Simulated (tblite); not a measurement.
Compound: CH10GeOSi2.
Structure used (GFN2-xTB), in Å, numbered top down from 1:
```xyz
15
CH10GeOSi2 angstrom
C     -2.7549   -0.3090    0.0080
Si    -1.2145    0.7793   -0.2118
Si     0.6949   -0.5289   -0.2114
O      0.4311   -1.5361    1.0469
Ge     2.7248    0.6140    0.1191
H     -3.6684    0.2781    0.0249
H     -2.8396   -1.0284   -0.8018
H     -2.7032   -0.8687    0.9375
H     -1.3420    1.5133   -1.4824
H     -1.2179    1.8011    0.8491
H      0.9056   -1.3656   -1.4093
H      1.0844   -2.1609    1.3515
H      3.8319    0.3361   -0.8616
H      3.4189    0.3715    1.4358
H      2.6445    2.1122    0.0752
```

Method: GFN2-xTB as coded in tblite; computed harmonic values from a numerical Hessian at the method's own geometry, unscaled. The method is semi-empirical: single wavenumbers can be off by several per cent or more. Modes of hydrogen on germanium and silicon can be 10 to 20 % off. One conformer, not necessarily the lowest. The optimisation stopped once no atom felt more than 0.01 eV/Å.

Lowest wavenumbers of the output (negative numbers stand for imaginary wavenumbers):
```
mode    cm-1
  1     -22.4
  2      14.3
  3      67.0
  4     117.1
  5     130.5
  6     158.5
  7     170.3
  8     284.4
```

Question: Is this structure a minimum?

Answer: Not by this Hessian. 1 mode is imaginary beyond 20i (22i cm⁻¹), so at this level the point lies at or near a first-order saddle. The curvature is small, so loose convergence or finite differences may be the whole cause.

Question: Which atoms move in the imaginary mode?

Answer: 22i: H14 (Ge–H hydrogen) 32 %, H15 (Ge–H hydrogen) 32 %, H13 (Ge–H hydrogen) 32 %. These are shares of the mass-weighted motion.

Question: What is the remedy?

Answer: Step along that mode in both directions, optimise again with tighter thresholds and repeat the frequencies. The zero-point energy of this point (60.5 kcal/mol) counts the 38 real modes alone, and thermal corrections from it aren't those of a minimum.
